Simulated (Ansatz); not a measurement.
Ansatz (a first-principles code) input (wB97M-V/def2-TZVPD):

Ansatz 0.2 input:
```yaml
crystal:
  periodic: [false, false, false]
  atoms:
    - {symbol: K, position_ang: [-0.00000000, -0.00000000, -1.34814124]}
    - {symbol: Cl, position_ang: [0.00000000, 0.00000000, 1.50674609]}
basis:
  gaussian:
    orbitals: def2-TZVPD
hamiltonian:
  xc: {name: wB97M-V}
total_charge: -1
magnetization: {spin_polarized: true, initial_magnetization: 1}
output: {forces: true}
```

Output:

```
Functional definition: wB97M-V
integrals: 0.04 GiB planned
627 factors; their error is unknown
integrals: 0.07 GiB planned
173 factors; integrals over basis functions are off by at most 4.9e-5 eV
mean field: 0.54 GiB planned
mean field evaluation 1: about -28848.0172 eV, gradient 1.3e1 eV
mean field evaluation 2: about -28848.5575 eV, gradient 1.1e1 eV
mean field evaluation 4: about -28848.9664 eV, gradient 3.4e-1 eV
mean field evaluation 8: about -28849.0390 eV, gradient 6.4e-2 eV
mean field evaluation 16: about -28849.0391 eV, gradient 1.8e-4 eV
mean field -28849.03906809 eV, -1060.1826311715 hartree, gradient 4.2e-5 eV, S^2 0.750226; 0 other end points of the search recorded, 0 dependent functions left out
the calculation of the forces begins
reference -28849.03909670 eV, -1060.1826322227 hartree; 19, 18 occupied and 63, 64 virtual orbitals, 627 factors
Total energy: -28849.03909670 eV, -1060.1826322227 hartree
Atom 0 at    -0.000000    -0.000000    -1.348141 Å, force     0.000000     0.000000    -0.046911 eV/Å
Atom 1 at     0.000000     0.000000     1.506746 Å, force    -0.000000     0.000000     0.046911 eV/Å
Dipole moment:     0.000000    -0.000000     0.293510 e Å
```
